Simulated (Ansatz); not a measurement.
One change: `C=[C]([GeH3])Br` becomes `BC(=C)Br`.

Ansatz, PBE0-D4/def2-TZVP geometries, multiplicity 1. 

Scalar relativity is left out up to krypton. Spin–orbit coupling is left out; it splits and shifts lone-pair levels of the heavy atoms by tenths of an eV.

| property | `C=[C]([GeH3])Br` |
| --- | --- |
| HOMO–LUMO gap (ωB97M-V/def2-TZVPP) / eV | 11.10 |
| size of the dipole moment (B3LYP/def2-TZVPP) / D | 1.42 |
| HOMO–LUMO gap (PBE0/def2-TZVPP) / eV | 6.83 |
| LUMO energy (PBE/def2-TZVPP) / eV | -1.62 |
| LUMO energy (ωB97M-V/def2-TZVPP) / eV | 1.45 |
| HOMO–LUMO gap (PBE/def2-TZVPP) / eV | 4.73 |

Q: What does the change do to each property? (Best estimate.)

A: Ansatz gave: 
```tsv
property	`BC(=C)Br`	shift
HOMO–LUMO gap (ωB97M-V/def2-TZVPP) / eV	9.30	-1.80
size of the dipole moment (B3LYP/def2-TZVPP) / D	1.79	0.37
HOMO–LUMO gap (PBE0/def2-TZVPP) / eV	5.12	-1.71
LUMO energy (PBE/def2-TZVPP) / eV	-3.50	-1.88
LUMO energy (ωB97M-V/def2-TZVPP) / eV	-0.49	-1.94
HOMO–LUMO gap (PBE/def2-TZVPP) / eV	3.06	-1.67
```

With PBE0 the HOMO falls by 0.18 eV and the LUMO falls by 1.87 eV, so the gap narrows by about 1.69 eV. PBE moves the HOMO by -0.21 eV and ωB97M-V by -0.15 eV. Dipoles are sizes alone; their direction can turn.

B3LYP here is the variant with VWN-RPA as its local correlation; programs differ in this.
